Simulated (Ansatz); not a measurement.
Reaction (ligand exchange at the Al–C bond): `N=[C](O)[AlH2]` + `C=C=C=N` → `C=C=C=[N][AlH2]` + `N=CO`

Isolated molecules relaxed with PBE0-D4/def2-TZVP in Ansatz; ΔE leaves out vibrations. CBS: MP2 limit from def2 TZ/QZ plus the TZ coupled-cluster correction, frozen cores. This one scheme is used for every species. Functionals use def2-TZVPP. One conformer a species, not always the lowest.

```tsv
level	ΔE (kJ/mol)
PBE0-D4	-120.9
r2SCANh-D4	-127.4
PBE-QIDH	-126.4
RPA@PBE/def2-TZVPP	-112.2
HF/def2-SVP	-144.0
HF/CBS(def2)	-136.7
MP2/CBS(def2)	-128.2
CCSD/CBS(def2)	-119.9
```

Q: What does CCSD(T)/CBS give? (Best estimate.)

A: Computed: -117.9 kJ/mol. The listed levels differ from it by -3.0, -9.5, -8.5, 5.7, -26.1, -18.8, -10.3, -2.0 kJ/mol.

Largest T1 diagnostic among the species: 0.016.

At CCSD(T), def2-SVP lies −9.5 kJ/mol from the extrapolated value and def2-TZVPP −1.4 kJ/mol. From BLYP to BHLYP (50 % exact exchange), in def2-TZVPP and without D4, ΔE moves by −8.7 kJ/mol.
